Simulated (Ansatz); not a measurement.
Basis-set series for CH4ClFSi2 (`F[Si]1(Cl)C[SiH2]1`). Total charge 0; spin multiplicity 1. The geometry is a stationary point of PBE0-D4/def2-TZVP.

| functional | basis | functions | energy (Eh) | HOMO (eV) | LUMO (eV) |
| --- | --- | --- | --- | --- | --- |
| PBE0-D4 | def2-SVP | 102 | -1178.64302 | -7.05 | -0.52 |
| PBE0-D4 | def2-QZVPP | 444 | -1179.22531 | -7.08 | -0.82 |
| ωB97M-V | def2-SVP | 102 | -1179.06195 | -9.03 | 1.46 |
| ωB97M-V | def2-QZVPP | 444 | -1179.64429 | -9.10 | 0.82 |

(1) Give the rows for def2-TZVPP. (Estimate.)

Results:

(1) The calculation gave: 
| functional | basis | functions | energy (Eh) | HOMO (eV) | LUMO (eV) |
| --- | --- | --- | --- | --- | --- |
| PBE0-D4 | def2-TZVPP | 244 | -1179.18448 | -7.06 | -0.71 |
| ωB97M-V | def2-TZVPP | 244 | -1179.60594 | -9.07 | 1.09 |

Positive LUMOs are unbound and depend on the basis.

Program: Ansatz 0.2.0.
